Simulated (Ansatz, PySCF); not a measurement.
B(H)(NH2)(NMe2) (C2H9BN2), SMILES CN(C)BN. Atoms are numbered in the order given.

```xyz
14

B      0.0726     0.2091    -1.0719
H      0.5318    -0.4516    -1.9790
N     -0.4772     1.4743    -1.3864
H     -0.4876     1.8154    -2.3371
H     -0.8876     2.1206    -0.7253
N      0.1225    -0.3401     0.2383
C      0.6992    -1.6365     0.5061
C     -0.3800     0.3157     1.4205
H      1.5512    -1.5677     1.2120
H     -0.0400    -2.3278     0.9583
H      1.0632    -2.0864    -0.4273
H     -1.1661    -0.2861     1.9182
H      0.4213     0.4830     2.1676
H     -0.8170     1.2949     1.1796
```

Geometry: r2SCAN-D4/def2-SVP. The structure was generated by enumeration, and PubChem lists no compound with its InChIKey, so it may never have been made. Other conformers were not sampled.

Two levels are set side by side: PBE-D3(BJ)/def2-SVP (Ansatz, a program for electronic structure) and r2SCAN-D4/def2-SVP (Ansatz). Each level has its own optimised geometry; the coordinates shown are those of the second. Frequencies come from the Hessian of PySCF at each geometry. Differences are taken from unrounded values.

| quantity | r2SCAN-D4 |
|---|---|
| mean bond length (Å) | 1.199 |
| bond B1–N3 (Å) | 1.415 |
| bond B1–N6 (Å) | 1.422 |
| bond N6–C7 (Å) | 1.444 |
| bond N6–C8 (Å) | 1.442 |
| bond B1–H2 (Å) | 1.213 |
| bond N3–H4 (Å) | 1.010 |
| bond N3–H5 (Å) | 1.012 |
| bond C7–H9 (Å) | 1.109 |
| bond C7–H10 (Å) | 1.109 |
| bond C7–H11 (Å) | 1.098 |
| bond C8–H12 (Å) | 1.108 |
| bond C8–H13 (Å) | 1.108 |
| bond C8–H14 (Å) | 1.099 |
| highest harmonic wavenumber (cm⁻¹) | 3729 |
| mean harmonic wavenumber (cm⁻¹) | 1487 |
| zero-point energy (kcal/mol) | 76.53 |

**Question.** What does PBE-D3(BJ) give, and how far is it from r2SCAN-D4? (An estimate is asked for; the answer gives what the named calculation found.)

**Answer.** 
```tsv
quantity	PBE-D3(BJ)	PBE-D3(BJ) minus r2SCAN-D4
mean bond length (Å)	1.206	0.007
bond B1–N3 (Å)	1.420	0.005
bond B1–N6 (Å)	1.428	0.006
bond N6–C7 (Å)	1.447	0.003
bond N6–C8 (Å)	1.446	0.003
bond B1–H2 (Å)	1.220	0.008
bond N3–H4 (Å)	1.017	0.007
bond N3–H5 (Å)	1.019	0.007
bond C7–H9 (Å)	1.117	0.008
bond C7–H10 (Å)	1.117	0.008
bond C7–H11 (Å)	1.106	0.008
bond C8–H12 (Å)	1.116	0.008
bond C8–H13 (Å)	1.116	0.008
bond C8–H14 (Å)	1.107	0.008
highest harmonic wavenumber (cm⁻¹)	3643	-86
mean harmonic wavenumber (cm⁻¹)	1449	-38
zero-point energy (kcal/mol)	74.55	-1.98
```
